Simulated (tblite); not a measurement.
A geometry optimisation, step by step.

Compound: C5H10BFS.
Atom-mapped SMILES: `[BH2:1][C@@H:2]1[CH2:3][C@@:4]1([CH2:5][F:6])[S:7][CH3:8]` (hydrogens: H9, H10 on B1; H11 on C2; H12, H13 on C3; H14, H15 on C5; H16, H17, H18 on C8)

Computed with GFN2-xTB (tblite), gas phase: L-BFGS steps from a force-field or distance-geometry start until the largest atomic force falls under 0.01 eV/Å. 11 of its 104 geometries are shown.

Step 0: E = -678.9163 eV, largest atomic force 2.254 eV/Å
```
atom  x, y, z in Å  |  force x, y, z in eV/Å
B1     -1.533   -1.036   -1.557   -1.060  -1.969   0.283
C2     -1.200   -0.763   -0.053   -0.427  -0.399  -0.090
C3     -1.697    0.460    0.657   -0.370   0.547   0.889
C4     -0.229    0.294    0.362   -0.018  -0.122   0.182
C5      0.310    1.306   -0.581    0.712   1.193   0.337
F6      0.899    0.774   -1.705   -0.173   0.229   0.104
S7      0.868   -0.178    1.742   -0.110   0.228   0.505
C8      2.508   -0.445    1.002   -0.107   0.101  -0.898
H9     -0.875   -1.823   -2.157    0.098   0.728   0.033
H10    -2.709   -1.091   -1.806    0.666   0.627  -0.204
H11    -1.196   -1.695    0.582    0.190   0.917  -0.734
H12    -1.947    0.435    1.730   -0.150  -0.203  -0.700
H13    -2.263    1.238    0.086    0.603  -0.803   0.594
H14    -0.457    2.071   -0.862    0.408  -0.758  -0.295
H15     1.087    1.890   -0.019   -0.162  -0.295  -0.567
H16     3.197   -0.639    1.839   -0.385   0.020  -0.541
H17     2.455   -1.281    0.263    0.162   0.553   0.741
H18     2.773    0.488    0.466    0.125  -0.594   0.362
```

Step 10: E = -679.4304 eV, largest atomic force 0.194 eV/Å
```
atom  x, y, z in Å  |  force x, y, z in eV/Å
B1     -1.625   -1.179   -1.507    0.120   0.058   0.130
C2     -1.217   -0.760   -0.055   -0.004   0.126  -0.055
C3     -1.692    0.440    0.717    0.046  -0.071  -0.028
C4     -0.230    0.314    0.380    0.079  -0.075   0.019
C5      0.356    1.333   -0.573   -0.123  -0.147   0.033
F6      0.932    0.767   -1.688   -0.024  -0.082   0.053
S7      0.862   -0.095    1.779   -0.019   0.092  -0.006
C8      2.466   -0.420    0.978   -0.167   0.023   0.093
H9     -0.843   -1.760   -2.154   -0.049  -0.013  -0.020
H10    -2.714   -1.002   -1.907    0.152   0.084   0.052
H11    -1.109   -1.657    0.565    0.012   0.134  -0.126
H12    -2.016    0.325    1.740    0.098  -0.017   0.021
H13    -2.223    1.216    0.179   -0.087  -0.095   0.046
H14    -0.430    2.003   -0.932   -0.002   0.036  -0.133
H15     1.142    1.922   -0.087   -0.054   0.012   0.035
H16     3.140   -0.646    1.797    0.032  -0.030  -0.040
H17     2.391   -1.262    0.301   -0.056  -0.040  -0.034
H18     2.802    0.468    0.455    0.046   0.004  -0.037
```

Step 21: E = -679.5241 eV, largest atomic force 0.232 eV/Å
```
atom  x, y, z in Å  |  force x, y, z in eV/Å
B1     -1.534   -1.095   -1.516   -0.005   0.019   0.047
C2     -1.155   -0.747   -0.044    0.189  -0.047   0.011
C3     -1.697    0.386    0.774    0.017   0.055   0.061
C4     -0.245    0.390    0.421    0.090  -0.201  -0.072
C5      0.332    1.320   -0.611   -0.016  -0.001  -0.031
F6      0.981    0.604   -1.596    0.060   0.068  -0.019
S7      0.875    0.113    1.825   -0.171   0.003   0.024
C8      2.388   -0.412    0.977   -0.010  -0.027  -0.033
H9     -0.832   -1.790   -2.148   -0.066   0.053   0.083
H10    -2.571   -0.755   -1.942    0.127   0.091  -0.053
H11    -0.972   -1.663    0.515    0.017   0.029   0.075
H12    -1.926    0.183    1.807   -0.071   0.041   0.136
H13    -2.336    1.131    0.328   -0.054  -0.020  -0.139
H14    -0.436    1.903   -1.130   -0.052   0.000   0.076
H15     1.082    1.984   -0.160   -0.124   0.026  -0.098
H16     3.084   -0.715    1.752   -0.007  -0.020   0.000
H17     2.152   -1.247    0.327    0.041  -0.038  -0.044
H18     2.801    0.416    0.410    0.034  -0.030  -0.024
```

Step 31: E = -679.6259 eV, largest atomic force 0.253 eV/Å
```
atom  x, y, z in Å  |  force x, y, z in eV/Å
B1     -1.426   -1.004   -1.460    0.006  -0.078  -0.082
C2     -1.094   -0.803    0.040    0.231  -0.055  -0.074
C3     -1.681    0.335    0.818   -0.063   0.084   0.032
C4     -0.245    0.418    0.431   -0.017  -0.196  -0.108
C5      0.264    1.311   -0.668   -0.036   0.132   0.060
F6      1.037    0.611   -1.574   -0.088   0.070   0.081
S7      0.883    0.209    1.827   -0.104   0.096  -0.023
C8      2.320   -0.458    0.960    0.131  -0.056  -0.086
H9     -0.866   -1.825   -2.074   -0.048  -0.073   0.030
H10    -2.238   -0.342   -1.988    0.108   0.040   0.033
H11    -0.828   -1.691    0.603   -0.003  -0.017   0.078
H12    -1.869    0.215    1.872   -0.098  -0.066   0.090
H13    -2.404    0.941    0.302   -0.061   0.244  -0.029
H14    -0.563    1.742   -1.242   -0.004  -0.019   0.006
H15     0.899    2.111   -0.268   -0.029  -0.040  -0.021
H16     3.008   -0.812    1.719    0.028  -0.047   0.026
H17     2.000   -1.274    0.319    0.028  -0.014   0.018
H18     2.793    0.323    0.372    0.020  -0.007  -0.029
```

Step 41: E = -679.6770 eV, largest atomic force 0.170 eV/Å
```
atom  x, y, z in Å  |  force x, y, z in eV/Å
B1     -1.363   -1.030   -1.449   -0.077   0.006  -0.081
C2     -1.082   -0.823    0.053    0.166   0.034  -0.007
C3     -1.690    0.333    0.804    0.035   0.101   0.068
C4     -0.249    0.409    0.433   -0.061   0.078  -0.052
C5      0.203    1.341   -0.662    0.006   0.049   0.032
F6      1.009    0.688   -1.572   -0.060   0.058   0.015
S7      0.916    0.234    1.800   -0.054  -0.013   0.001
C8      2.341   -0.491    0.940    0.047  -0.002  -0.031
H9     -0.954   -1.953   -2.034   -0.022  -0.046   0.075
H10    -2.003   -0.220   -1.999    0.017  -0.025  -0.133
H11    -0.833   -1.682    0.663   -0.016  -0.061   0.038
H12    -1.925    0.203    1.849    0.009  -0.044   0.050
H13    -2.378    0.982    0.282   -0.014  -0.022  -0.026
H14    -0.649    1.736   -1.226    0.030  -0.053  -0.008
H15     0.793    2.175   -0.266    0.025  -0.046   0.053
H16     3.010   -0.852    1.717    0.000  -0.001  -0.034
H17     2.008   -1.313    0.313   -0.013   0.027   0.036
H18     2.839    0.267    0.341   -0.015  -0.041   0.004
```

Step 52: E = -679.7028 eV, largest atomic force 0.097 eV/Å
```
atom  x, y, z in Å  |  force x, y, z in eV/Å
B1     -1.347   -1.062   -1.462   -0.029   0.019   0.054
C2     -1.063   -0.799    0.033    0.011  -0.009   0.014
C3     -1.687    0.348    0.802    0.034  -0.016  -0.003
C4     -0.247    0.433    0.439    0.022   0.004   0.007
C5      0.181    1.395   -0.636    0.002   0.021   0.017
F6      0.986    0.782   -1.572   -0.010   0.033   0.016
S7      0.935    0.240    1.794   -0.015  -0.037  -0.066
C8      2.351   -0.511    0.927   -0.064   0.005  -0.001
H9     -1.089   -2.106   -1.910    0.008  -0.083  -0.050
H10    -1.827   -0.241   -2.143    0.013  -0.002   0.033
H11    -0.838   -1.658    0.657    0.023  -0.016  -0.005
H12    -1.931    0.175    1.840   -0.008   0.016  -0.013
H13    -2.378    0.996    0.281    0.011  -0.018   0.035
H14    -0.690    1.780   -1.176    0.080   0.030  -0.022
H15     0.763    2.220   -0.210    0.010   0.020  -0.021
H16     3.025   -0.872    1.699   -0.025   0.038  -0.029
H17     1.998   -1.339    0.320   -0.028  -0.003   0.003
H18     2.850    0.227    0.305   -0.034  -0.003   0.028
```

Step 62: E = -679.7103 eV, largest atomic force 0.061 eV/Å
```
atom  x, y, z in Å  |  force x, y, z in eV/Å
B1     -1.343   -1.087   -1.456   -0.017   0.008   0.026
C2     -1.043   -0.803    0.032   -0.013   0.011   0.003
C3     -1.680    0.341    0.801   -0.003  -0.025  -0.032
C4     -0.246    0.445    0.430    0.038  -0.024   0.006
C5      0.191    1.420   -0.632   -0.001   0.007   0.016
F6      1.004    0.820   -1.569    0.007   0.001   0.018
S7      0.917    0.233    1.794    0.050   0.024  -0.025
C8      2.322   -0.518    0.917   -0.033   0.014   0.014
H9     -1.136   -2.154   -1.884   -0.006   0.007  -0.010
H10    -1.781   -0.253   -2.149    0.005  -0.017   0.016
H11    -0.801   -1.654    0.661    0.004   0.017  -0.011
H12    -1.913    0.169    1.841   -0.016   0.006  -0.019
H13    -2.382    0.979    0.287   -0.026  -0.015  -0.014
H14    -0.665    1.823   -1.183    0.005  -0.013   0.021
H15     0.771    2.239   -0.191    0.015   0.007   0.006
H16     3.006   -0.867    1.684    0.001  -0.001  -0.030
H17     1.964   -1.349    0.317   -0.005   0.002   0.016
H18     2.807    0.224    0.289   -0.005  -0.010   0.001
```

Step 72: E = -679.7127 eV, largest atomic force 0.028 eV/Å
```
atom  x, y, z in Å  |  force x, y, z in eV/Å
B1     -1.337   -1.095   -1.448   -0.004   0.006   0.000
C2     -1.022   -0.805    0.034   -0.009  -0.001   0.002
C3     -1.679    0.334    0.792   -0.004  -0.004   0.000
C4     -0.243    0.453    0.433    0.012  -0.019   0.002
C5      0.196    1.432   -0.623   -0.006   0.008   0.003
F6      1.019    0.841   -1.556   -0.003  -0.005   0.005
S7      0.925    0.257    1.795    0.024  -0.009   0.011
C8      2.309   -0.521    0.909   -0.012   0.010   0.008
H9     -1.173   -2.171   -1.873    0.009  -0.007   0.005
H10    -1.750   -0.253   -2.145   -0.009   0.002  -0.001
H11    -0.777   -1.651    0.669    0.008   0.001  -0.006
H12    -1.924    0.167    1.830    0.003  -0.008   0.007
H13    -2.389    0.955    0.267    0.002   0.010  -0.020
H14    -0.659    1.831   -1.176   -0.006   0.010  -0.011
H15     0.769    2.251   -0.175    0.003   0.017   0.001
H16     3.004   -0.870    1.666   -0.012   0.000  -0.010
H17     1.930   -1.354    0.325    0.011   0.007   0.012
H18     2.793    0.208    0.265   -0.007  -0.017  -0.007
```

Step 82: E = -679.7131 eV, largest atomic force 0.013 eV/Å
```
atom  x, y, z in Å  |  force x, y, z in eV/Å
B1     -1.339   -1.097   -1.447    0.003   0.000  -0.008
C2     -1.019   -0.804    0.033   -0.001  -0.002   0.000
C3     -1.678    0.334    0.789   -0.001   0.011   0.006
C4     -0.241    0.453    0.435   -0.002  -0.001  -0.001
C5      0.197    1.435   -0.620    0.001   0.001  -0.003
F6      1.021    0.842   -1.551    0.001   0.008  -0.006
S7      0.927    0.258    1.797    0.004  -0.003   0.010
C8      2.307   -0.522    0.909    0.000  -0.002  -0.002
H9     -1.167   -2.172   -1.871    0.003   0.002  -0.003
H10    -1.767   -0.259   -2.141    0.000  -0.004   0.001
H11    -0.771   -1.651    0.666    0.005   0.000   0.004
H12    -1.927    0.166    1.826   -0.002  -0.002   0.003
H13    -2.384    0.955    0.259   -0.008   0.002   0.002
H14    -0.656    1.835   -1.174   -0.003  -0.003  -0.005
H15     0.770    2.255   -0.171    0.000   0.000   0.000
H16     3.005   -0.868    1.663   -0.001   0.003  -0.003
H17     1.926   -1.358    0.331    0.002  -0.004   0.006
H18     2.786    0.203    0.258   -0.001  -0.009   0.000
```

Step 93: E = -679.7138 eV, largest atomic force 0.036 eV/Å
```
atom  x, y, z in Å  |  force x, y, z in eV/Å
B1     -1.326   -1.094   -1.448    0.005  -0.007  -0.013
C2     -1.009   -0.797    0.032   -0.007  -0.013   0.005
C3     -1.677    0.334    0.791    0.018   0.031   0.006
C4     -0.240    0.465    0.435    0.000  -0.006   0.000
C5      0.191    1.450   -0.621   -0.013  -0.004   0.002
F6      1.027    0.867   -1.548   -0.006   0.010   0.016
S7      0.933    0.268    1.794    0.007   0.017   0.006
C8      2.298   -0.542    0.910   -0.007  -0.008  -0.014
H9     -1.132   -2.165   -1.874   -0.001   0.011   0.003
H10    -1.771   -0.264   -2.139    0.000   0.000  -0.005
H11    -0.752   -1.640    0.666    0.002  -0.022   0.005
H12    -1.925    0.163    1.828    0.015  -0.003  -0.008
H13    -2.389    0.951    0.263    0.007   0.000  -0.003
H14    -0.668    1.832   -1.181   -0.004   0.012  -0.004
H15     0.748    2.282   -0.174   -0.006  -0.023  -0.001
H16     3.012   -0.863    1.662   -0.013   0.020  -0.003
H17     1.908   -1.399    0.369   -0.002  -0.011  -0.002
H18     2.763    0.158    0.222    0.005  -0.005   0.012
```

Step 103: E = -679.7145 eV, largest atomic force 0.009 eV/Å
```
atom  x, y, z in Å  |  force x, y, z in eV/Å
B1     -1.310   -1.092   -1.448    0.001  -0.002  -0.002
C2     -1.001   -0.794    0.034   -0.007   0.000   0.000
C3     -1.672    0.334    0.793    0.007   0.004  -0.002
C4     -0.238    0.473    0.432    0.007  -0.003   0.000
C5      0.178    1.465   -0.622   -0.003  -0.003   0.002
F6      1.030    0.898   -1.544   -0.002   0.004   0.002
S7      0.943    0.287    1.786   -0.001  -0.002  -0.003
C8      2.287   -0.564    0.908    0.003   0.002   0.003
H9     -1.101   -2.159   -1.876    0.000  -0.001   0.000
H10    -1.763   -0.267   -2.141   -0.001   0.003   0.001
H11    -0.739   -1.637    0.666   -0.001   0.002   0.000
H12    -1.915    0.162    1.831    0.001  -0.002  -0.006
H13    -2.388    0.948    0.267   -0.003  -0.005   0.003
H14    -0.683    1.833   -1.186    0.002   0.004   0.003
H15     0.720    2.304   -0.170    0.001  -0.006  -0.005
H16     3.013   -0.852    1.661    0.003  -0.001   0.003
H17     1.888   -1.442    0.410   -0.006   0.005   0.005
H18     2.742    0.108    0.186   -0.001   0.000  -0.004
```

Task: Summarise the path.

Result: The energy falls by 0.7982 eV from step 0 to step 103; nine tenths of that is first reached at step 32. It falls at every step. The largest force goes from 2.254 to 0.009 eV/Å. Among the bonds C2–H11 changes most, from 1.127 to 1.086 Å; the atoms move by 0.483 Å rms after alignment.

Task: Follow the three bonds and two angles with the largest change from start to end.

Result: 
| step | E above end (eV) | largest force (eV/Å) | C2–H11 (Å) | C3–H13 (Å) | C2–C4 (Å) | C2–B1–H10 (°) | C3–C4–C5 (°) |
| --- | --- | --- | --- | --- | --- | --- | --- |
| 0 | 0.7982 | 2.254 | 1.127 | 1.118 | 1.495 | 114.5 | 113.8 |
| 4 | 0.3445 | 0.348 | 1.086 | 1.077 | 1.511 | 117.6 | 115.1 |
| 9 | 0.2929 | 0.206 | 1.096 | 1.086 | 1.518 | 120.6 | 116.9 |
| 13 | 0.2630 | 0.235 | 1.089 | 1.078 | 1.520 | 122.1 | 118.0 |
| 18 | 0.2097 | 0.221 | 1.089 | 1.082 | 1.515 | 120.6 | 121.1 |
| 22 | 0.1831 | 0.212 | 1.088 | 1.079 | 1.528 | 119.4 | 122.5 |
| 27 | 0.1222 | 0.242 | 1.088 | 1.084 | 1.523 | 120.9 | 123.3 |
| 31 | 0.0886 | 0.253 | 1.084 | 1.075 | 1.538 | 120.7 | 123.3 |
| 36 | 0.0572 | 0.166 | 1.088 | 1.082 | 1.524 | 119.1 | 121.6 |
| 40 | 0.0426 | 0.144 | 1.084 | 1.080 | 1.534 | 117.7 | 120.6 |
| 45 | 0.0254 | 0.113 | 1.087 | 1.080 | 1.533 | 119.2 | 119.9 |
| 49 | 0.0166 | 0.090 | 1.085 | 1.079 | 1.534 | 120.9 | 119.3 |
| 54 | 0.0092 | 0.070 | 1.086 | 1.081 | 1.532 | 121.3 | 119.5 |
| 58 | 0.0061 | 0.056 | 1.085 | 1.080 | 1.533 | 121.2 | 119.9 |
| 63 | 0.0037 | 0.057 | 1.086 | 1.080 | 1.533 | 120.8 | 120.2 |
| 67 | 0.0027 | 0.032 | 1.086 | 1.080 | 1.533 | 120.8 | 120.2 |
| 72 | 0.0018 | 0.028 | 1.086 | 1.080 | 1.532 | 120.6 | 120.2 |
| 76 | 0.0016 | 0.013 | 1.086 | 1.080 | 1.533 | 120.7 | 120.1 |
| 81 | 0.0014 | 0.012 | 1.086 | 1.080 | 1.533 | 120.6 | 120.1 |
| 85 | 0.0013 | 0.013 | 1.086 | 1.080 | 1.532 | 120.6 | 120.1 |
| 90 | 0.0011 | 0.023 | 1.086 | 1.080 | 1.533 | 120.5 | 120.0 |
| 94 | 0.0005 | 0.025 | 1.086 | 1.080 | 1.532 | 120.6 | 120.1 |
| 99 | 0.0001 | 0.018 | 1.086 | 1.080 | 1.532 | 120.8 | 119.9 |
| 103 | 0.0000 | 0.009 | 1.086 | 1.080 | 1.532 | 120.7 | 119.9 |

The cost below is that of the whole relaxation. The run took 1.1 s on Arm Neoverse N1, one thread, shared host with 64 logical CPUs at a one-minute load of 52.
